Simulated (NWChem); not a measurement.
All runs are NWChem calculations. System: C$_{5}$H$_{3}$Cl, charge 0, spin multiplicity 1, at a geometry optimised with PBE/def2-SVP. The structure started from a generated list of species. Level: RHF/def2-SVP.

Output (cleaned and shortened):

```
             Northwest Computational Chemistry Package (NWChem) 7.3.0
             --------------------------------------------------------

                                NWChem Input Module
                                -------------------

 Scaling coordinates for geometry "geometry" by  1.889725989
 (inverse scale =  0.529177249)

 Turning off AUTOSYM since
 SYMMETRY directive was detected!

                             Geometry "geometry" -> ""
                             -------------------------

 Output coordinates in angstroms (scale by  1.889725989 to convert to a.u.)

  No.       Tag          Charge          X              Y              Z
 ---- ---------------- ---------- -------------- -------------- --------------
    1 C                    6.0000     1.62511900     2.14416900     0.00000000
    2 C                    6.0000     0.90543400     1.15163100     0.00000000
    3 C                    6.0000     0.06165500     0.00867200     0.00000000
    4 Cl                  17.0000    -1.68390700     0.33043300     0.00000000
    5 C                    6.0000     0.49395300    -1.24774400     0.00000000
    6 C                    6.0000     0.93284600    -2.48580900     0.00000000
    7 H                    1.0000     2.26101600     3.01854200     0.00000000
    8 H                    1.0000     1.12567900    -3.03071200     0.94231200
    9 H                    1.0000     1.12567900    -3.03071200    -0.94231200

 Effective nuclear repulsion energy (a.u.)     219.4354996741

            Nuclear Dipole moment (a.u.)
            ----------------------------
        X                 Y               Z
 ---------------- ---------------- ----------------
    -0.0000056692    -0.0000132281     0.0000000000

      Symmetry information
      --------------------

 Group name             Cs
 Group number              2
 Group order               2
 No. of unique centers     8

      Symmetry unique atoms

     1    2    3    4    5    6    7    8


 Summary of "ao basis" -> "" (spherical)
 ------------------------------------------------------------------------------
       Tag                 Description            Shells   Functions and Types
 ---------------- ------------------------------  ------  ---------------------
 *                          def2-svp                  on all atoms

 Summary of "ao basis" -> "ao basis" (spherical)
 ------------------------------------------------------------------------------
       Tag                 Description            Shells   Functions and Types
 ---------------- ------------------------------  ------  ---------------------
 C                          def2-svp                 6       14   3s2p1d
 Cl                         def2-svp                 8       18   4s3p1d
 H                          def2-svp                 3        5   2s1p

                                 NWChem SCF Module
                                 -----------------

  ao basis        = "ao basis"
  functions       =   103
  atoms           =     9
  closed shells   =    25
  open shells     =     0
  charge          =   0.00
  wavefunction    = RHF
  use symmetry    = T
  symmetry adapt  = T

 Summary of "ao basis" -> "ao basis" (spherical)
 ------------------------------------------------------------------------------
       Tag                 Description            Shells   Functions and Types
 ---------------- ------------------------------  ------  ---------------------
 C                          def2-svp                 6       14   3s2p1d
 Cl                         def2-svp                 8       18   4s3p1d
 H                          def2-svp                 3        5   2s1p

      Symmetry analysis of basis
      --------------------------

        a'         72
        a"         31

 Forming initial guess at       0.1s

      Superposition of Atomic Density Guess
      -------------------------------------

 Sum of atomic energies:        -648.94540888

      Non-variational initial energy
      ------------------------------

 Total energy =    -651.884713
 1-e energy   =   -1324.063425
 2-e energy   =     452.743213
 HOMO         =      -0.248627
 LUMO         =      -0.033843
[...]
                 2     -650.1312820685  4.82D-01  1.28D-01      1.2
                 3     -650.1443897622  2.37D-01  6.94D-02      1.4
                 4     -650.1480393463  1.77D-02  3.39D-03      1.5
                 5     -650.1480680088  2.60D-04  5.66D-05      1.8
                 6     -650.1480680291  5.36D-08  1.37D-08      2.4

       Final RHF  results
       ------------------

         Total SCF energy =   -650.148068029055
      One-electron energy =  -1326.895425777830
      Two-electron energy =    457.311858074647
 Nuclear repulsion energy =    219.435499674128

        Time for solution =      1.3s

       Symmetry analysis of molecular orbitals - final
       -----------------------------------------------

  Numbering of irreducible representations:

     1 a'          2 a"

  Orbital symmetries:

     1 a'          2 a'          3 a'          4 a'          5 a'
     6 a'          7 a'          8 a'          9 a'         10 a"
    11 a'         12 a'         13 a'         14 a'         15 a'
    16 a'         17 a'         18 a"         19 a'         20 a"
    21 a'         22 a"         23 a'         24 a'         25 a"
    26 a"         27 a'         28 a'         29 a'         30 a'
    31 a"         32 a'         33 a"         34 a'         35 a'

             Final eigenvalues
             -----------------

              1
    1 -104.7999
    2  -11.3371
    3  -11.2966
    4  -11.2838
    5  -11.2659
    6  -11.2607
    7  -10.5626
    8   -8.0377
    9   -8.0339
   10   -8.0338
   11   -1.1668
   12   -1.0613
   13   -1.0296
   14   -0.9478
   15   -0.7989
   16   -0.7080
   17   -0.6794
   18   -0.6296
   19   -0.6121
   20   -0.5279
   21   -0.4652
   22   -0.4358
   23   -0.4178
   24   -0.3978
   25   -0.3459
   26    0.0962
   27    0.1034
   28    0.1940
   29    0.1996
   30    0.2057
   31    0.2403
   32    0.2822
   33    0.2929
   34    0.3591
   35    0.3659

                       ROHF Final Molecular Orbital Analysis
                       -------------------------------------

 Vector   23  Occ=2.000000D+00  E=-4.178436D-01  Symmetry=a'
              MO Center=  6.4D-01, -4.1D-01,  1.0D-15, r^2= 4.7D+00
   Bfn.  Coefficient  Atom+Function         Bfn.  Coefficient  Atom+Function
  ----- ------------  ---------------      ----- ------------  ---------------
    64      0.291470  5 C  px                78      0.272178  6 C  px
    18      0.235397  2 C  px                67      0.221932  5 C  px
    53      0.200290  4 Cl px                81      0.187835  6 C  px
     4      0.177111  1 C  px                50      0.161311  4 Cl px
     5     -0.152343  1 C  py

 Vector   24  Occ=2.000000D+00  E=-3.978032D-01  Symmetry=a'
              MO Center=  8.4D-01,  2.7D-01, -8.8D-16, r^2= 4.9D+00
   Bfn.  Coefficient  Atom+Function         Bfn.  Coefficient  Atom+Function
  ----- ------------  ---------------      ----- ------------  ---------------
     4      0.259227  1 C  px                78     -0.242675  6 C  px
    18      0.239570  2 C  px                64     -0.218230  5 C  px
    54      0.212899  4 Cl py                19     -0.202558  2 C  py
    21      0.186880  2 C  px                 5     -0.178428  1 C  py
     7      0.176756  1 C  px                81     -0.177433  6 C  px

 Vector   25  Occ=2.000000D+00  E=-3.459079D-01  Symmetry=a"
              MO Center=  5.2D-01,  2.2D-01,  7.5D-16, r^2= 4.2D+00
   Bfn.  Coefficient  Atom+Function         Bfn.  Coefficient  Atom+Function
  ----- ------------  ---------------      ----- ------------  ---------------
    66     -0.309741  5 C  pz                34     -0.295852  3 C  pz
     6      0.290814  1 C  pz                55      0.271795  4 Cl pz
    69     -0.252070  5 C  pz                37     -0.234096  3 C  pz
     9      0.209890  1 C  pz                20      0.203362  2 C  pz
    23      0.167130  2 C  pz                52      0.165356  4 Cl pz

 Vector   26  Occ=0.000000D+00  E= 9.621496D-02  Symmetry=a"
              MO Center=  7.3D-01, -2.5D-01, -6.9D-15, r^2= 4.9D+00
   Bfn.  Coefficient  Atom+Function         Bfn.  Coefficient  Atom+Function
  ----- ------------  ---------------      ----- ------------  ---------------
    69      0.531534  5 C  pz                 9      0.412060  1 C  pz
    37     -0.406919  3 C  pz                95     -0.383356  8 H  s
   100      0.383356  9 H  s                 66      0.365564  5 C  pz
    34     -0.275867  3 C  pz                23     -0.266392  2 C  pz
     6      0.240274  1 C  pz                20     -0.166272  2 C  pz

 Vector   27  Occ=0.000000D+00  E= 1.033943D-01  Symmetry=a'
              MO Center=  4.3D-01, -7.1D-01,  1.4D-15, r^2= 5.1D+00
   Bfn.  Coefficient  Atom+Function         Bfn.  Coefficient  Atom+Function
  ----- ------------  ---------------      ----- ------------  ---------------
    81     -0.502407  6 C  px                53      0.463198  4 Cl px
    67      0.385801  5 C  px                78     -0.276088  6 C  px
    64      0.268634  5 C  px                46      0.255936  4 Cl s
    31     -0.249793  3 C  s                 35      0.249719  3 C  px
     8      0.230130  1 C  py                 7     -0.222838  1 C  px

 Vector   28  Occ=0.000000D+00  E= 1.940421D-01  Symmetry=a'
              MO Center=  1.2D+00, -2.9D+00,  2.8D-16, r^2= 5.6D+00
   Bfn.  Coefficient  Atom+Function         Bfn.  Coefficient  Atom+Function
  ----- ------------  ---------------      ----- ------------  ---------------
    77      2.232173  6 C  s                 95     -1.533640  8 H  s
   100     -1.533640  9 H  s                 22     -0.647696  2 C  py
    63     -0.646654  5 C  s                  3      0.599333  1 C  s
    82     -0.554494  6 C  py                36     -0.454753  3 C  py
    17     -0.451325  2 C  s                  8     -0.438449  1 C  py

 center of mass
 --------------
 x =  -0.11779939 y =   0.06439451 z =   0.00000000

 moments of inertia (a.u.)
 ------------------
         703.892523249756           0.486926048546           0.000000000000
           0.486926048546         582.857687083854           0.000000000000
           0.000000000000           0.000000000000        1273.967226679964

  Mulliken analysis of the total density
  --------------------------------------

    Atom       Charge   Shell Charges
 -----------   ------   -------------------------------------------------------
    1 C    6     6.29   1.99  0.88  0.52  1.92  0.96  0.03
    2 C    6     5.78   1.99  0.89  0.13  1.98  0.75  0.04
    3 C    6     6.08   1.99  0.89  0.22  2.01  0.91  0.07
    4 Cl  17    17.12   2.00  1.99  1.21  0.75  5.94  2.09  3.09  0.04
    5 C    6     5.91   1.99  0.93  0.20  1.92  0.83  0.04
    6 C    6     6.15   1.99  0.86  0.29  1.99  0.98  0.04
    7 H    1     0.90   0.72  0.15  0.03
    8 H    1     0.89   0.72  0.14  0.03
    9 H    1     0.89   0.72  0.14  0.03

       Multipole analysis of the density wrt the origin
       ------------------------------------------------

     L   x y z        total         open         nuclear
     -   - - -        -----         ----         -------
     0   0 0 0     -0.000000      0.000000     50.000000

     1   1 0 0      0.711993      0.000000     -0.000006
     1   0 1 0     -0.467631      0.000000     -0.000013
     1   0 0 1     -0.000000      0.000000      0.000000

     2   2 0 0    -30.557802      0.000000    297.553997
     2   1 1 0      0.849494      0.000000      0.350533
     2   1 0 1      0.000000      0.000000      0.000000
     2   0 2 0    -23.648274      0.000000    397.450872
     2   0 1 1      0.000000      0.000000      0.000000
     2   0 0 2    -31.667912      0.000000      6.341867

 Task  times  cpu:        2.4s     wall:        2.4s

 Total times  cpu:        2.4s     wall:        2.4s
```

Problem. Write an NWChem input that would produce this output.

Solution. One answer among several that fit: 
```
start mol
memory heap 200 mb stack 800 mb global 1000 mb
geometry units angstroms nocenter noautoz
  C      1.625119     2.144169     0.000000
  C      0.905434     1.151631     0.000000
  C      0.061655     0.008672     0.000000
  Cl    -1.683907     0.330433     0.000000
  C      0.493953    -1.247744     0.000000
  C      0.932846    -2.485809     0.000000
  H      2.261016     3.018542     0.000000
  H      1.125679    -3.030712     0.942312
  H      1.125679    -3.030712    -0.942312
  symmetry group Cs
end
basis spherical
  * library def2-svp
end
scf
  rhf
  nopen 0
  maxiter 100
  thresh 1e-7
  semidirect memsize 60000000 filesize 0
end
task scf energy
```
